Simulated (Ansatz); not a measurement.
Computed with Ansatz.

A structure relaxed at PBE0-D4/def2-TZVP, charge 0, multiplicity 1:

| atom | x (Å) | y (Å) | z (Å) |
| --- | --- | --- | --- |
| C1 | 1.927 | 0.248 | 0.151 |
| Hf2 | -0.289 | 0.231 | 0.397 |
| C3 | -1.065 | -0.937 | -1.336 |
| O4 | -0.705 | -0.736 | 2.004 |
| O5 | -0.923 | 2.036 | 0.234 |
| H6 | 2.210 | 0.708 | -0.804 |
| H7 | 2.446 | 0.801 | 0.942 |
| H8 | 2.328 | -0.773 | 0.154 |
| H9 | -0.771 | -0.470 | -2.284 |
| H10 | -0.659 | -1.956 | -1.333 |
| H11 | -2.157 | -1.025 | -1.344 |
| H12 | -1.018 | -1.017 | 2.857 |
| H13 | -1.324 | 2.889 | 0.360 |

Give its formula and SMILES.

C2H8HfO2, `[CH3][Hf]([CH3])([OH])[OH]`.

Point group (tolerance 0.08 Å, 0.16 Å for H)?

C2v.

Summarise the bond lengths by kind.

2 × C–Hf 2.229 Å; 6 × C–H 1.096 to 1.097 Å; 2 × Hf–O 1.921 Å; 2 × H–O 0.951 Å.
